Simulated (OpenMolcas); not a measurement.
**neutral sulfur: effect of the basis set**

* Program: OpenMolcas
* Method: RASSCF
* Active space: 6 electrons in 9 orbitals (RAS2 3s 3p; RAS3 3d, at most 2 electrons)
* State averaging: 2S+1 = 3 even, 3 roots; 2S+1 = 1 even, 6 roots; 2S+1 = 3 odd, 3 roots
* Spin-orbit coupling: state interaction with AMFI integrals over the reference wave functions, term energies averaged over their components

A. ANO-RCC-VTZP [5s4p2d1f], DKH2, point nucleus; cost of the order of 30 core-seconds
B. ANO-R2 [5s4p3d1f], X2C, finite nucleus; cost roughly 17 core-seconds
C. ANO-RCC-VQZP [6s5p3d2f1g], DKH2, point nucleus; cost about 23 core-seconds
D. ANO-RCC [8s7p5d4f2g], DKH2, point nucleus; cost of the order of 30 core-seconds

Energies in eV above 3s2 3p4 3P2, the measured ground level; measured values from NIST Handbook of Basic Atomic Spectroscopic Data.

```json
{"Level": "3s2 3p4 3P2", "A": "0.0000", "B": "0.0000", "C": "0.0000", "D": "0.0000", "Measured": "0.0000"}
{"Level": "3s2 3p4 3P1", "A": "0.0441", "B": "0.0443", "C": "0.0445", "D": "0.0443", "Measured": "0.0491"}
{"Level": "3s2 3p4 3P0", "A": "0.0646", "B": "0.0648", "C": "0.0651", "D": "0.0649", "Measured": "0.0711"}
{"Level": "3s2 3p4 1D2", "A": "1.3600", "B": "1.3619", "C": "1.3587", "D": "1.3585", "Measured": "1.1454"}
{"Level": "3s2 3p4 1S0", "A": "2.9735", "B": "2.9783", "C": "2.9701", "D": "2.9698", "Measured": "2.7500"}
{"Level": "3s 3p5 3P* 2", "A": "9.2767", "B": "9.3588", "C": "9.2270", "D": "9.2183", "Measured": "8.9298"}
{"Level": "3s 3p5 3P* 1", "A": "9.3180", "B": "9.4004", "C": "9.2684", "D": "9.2596", "Measured": "8.9743"}
{"Level": "3s 3p5 3P* 0", "A": "9.3386", "B": "9.4213", "C": "9.2892", "D": "9.2803", "Measured": "8.9977"}
```

Deviations, from unrounded energies. A percentage is the sum of absolute deviations over the sum of measured energies, with the sign that they share, or ± where signs differ.

```
                        Against measurement  Levels      A      B      C      D
             mean absolute deviation (cm-1)       7   1700   2000   1500   1500
      fine structure of the ground term (%)       2   -9.5   -9.2   -8.9   -9.1
other terms of the ground configuration (%)       2  +11.2  +11.4  +11.1  +11.1
                   other configurations (%)       3   +3.8   +4.8   +3.3   +3.2
```

C, D lie about equally close to measurement and B furthest from it. The largest miss of D in the table is 3s 3p5 3P* 2, by +2300 cm-1. The ranking rests on the paired levels alone, and a cruder setting can come out closer through cancelling errors.

Among A to D the level of the table that moves most is 3s 3p5 3P* 0, by 1100 cm-1 (lowest in D, highest in B).

Without dynamic correlation excited terms often stand tens of per cent too high (terms of higher spin than the ground term too low), and those without a measured partner can miss by more than the paired ones. Active for correlation alone: 3d; no level in the range computed is led by a configuration that fills it, so any true level of that kind is missing. Some terms mix strongly with configurations of 3d, whose occupation reaches 0.30 (3s 3p5 3P*) (figures for A; the like holds for B, C, D). Computed and measured levels are paired by configuration, term and J; levels that our copy of the source lacks, or whose pairing is in doubt (as where it misses far off the trend of its configuration), stay unpaired and out of the deviations. Only configurations of the active space appear.

* marks odd parity.
